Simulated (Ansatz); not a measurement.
Start from `N[SiH]1N=C1Cl` and change one atom or group to get `FC(F)[SiH]1N=C1Cl`.

Ansatz, PBE0-D4/def2-TZVP geometries, multiplicity 1. Each molecule was computed in one conformer, which needn't be the lowest.

| property | `N[SiH]1N=C1Cl` |
| --- | --- |
| HOMO–LUMO gap (B3LYP/def2-TZVPP) / eV | 5.59 |
| HOMO–LUMO gap (PBE0/def2-TZVPP) / eV | 6.02 |
| HOMO energy (PBE0/def2-TZVPP) / eV | -6.69 |
| LUMO energy (B3LYP/def2-TZVPP) / eV | -0.89 |
| LUMO energy (PBE/def2-TZVPP) / eV | -1.75 |
| size of the dipole moment (B3LYP/def2-TZVPP) / D | 4.10 |

(1) Give the same properties after the change, and the shifts. (Estimate.)

Answers

(1) The calculation gave: 
| property | `FC(F)[SiH]1N=C1Cl` | shift |
| --- | --- | --- |
| HOMO–LUMO gap (B3LYP/def2-TZVPP) / eV | 5.69 | 0.10 |
| HOMO–LUMO gap (PBE0/def2-TZVPP) / eV | 6.12 | 0.10 |
| HOMO energy (PBE0/def2-TZVPP) / eV | -7.50 | -0.81 |
| LUMO energy (B3LYP/def2-TZVPP) / eV | -1.59 | -0.70 |
| LUMO energy (PBE/def2-TZVPP) / eV | -2.26 | -0.51 |
| size of the dipole moment (B3LYP/def2-TZVPP) / D | 1.98 | -2.12 |

With PBE0 the HOMO falls by 0.81 eV and the LUMO falls by 0.70 eV, so the gap widens by about 0.11 eV. PBE moves the HOMO by -0.83 eV and ωB97M-V by -0.79 eV. The zero-point energy changes by -9.6 kJ/mol with +3 modes. Dipoles are sizes alone; their direction can turn.

B3LYP here is the variant with VWN-RPA as its local correlation; programs differ in this.
